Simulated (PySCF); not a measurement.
Coordinates in bohr (charge 0 multiplicity 1):
```
Tl   -0.2465    0.0000    0.0000
S     3.9358    0.0000    0.0000
F    -3.9679    0.0000    0.0000
```

Method: PySCF, PBE0, basis Tl def2-TZVP with ECP60, S def2-TZVP, F def2-TZVP (scalar-relativistic core potentials, no spin–orbit coupling, density fitting).

This geometry of TlSF is a stationary point at this level.

What is the point group?

C∞v.

Is it a minimum?

Yes: all harmonic wavenumbers are real.

Give the atomic charges and bond orders.


```
atom  Mulliken  Löwdin  polar tensor  Mayer order to Tl1
 Tl1      0.79    0.24          1.07                   –
  S2     -0.38    0.00         -0.40                1.86
  F3     -0.42   -0.25         -0.67                0.85
```

Give the ideal-gas entropy at 298.15 K and 1 bar by parts.

translation 178.0, rotation 74.2, vibration 30.7, spin 0.0; total 282.9 J/(mol K).

This need not be the most stable arrangement of these atoms. With an element this heavy the missing spin–orbit coupling can shift these numbers.
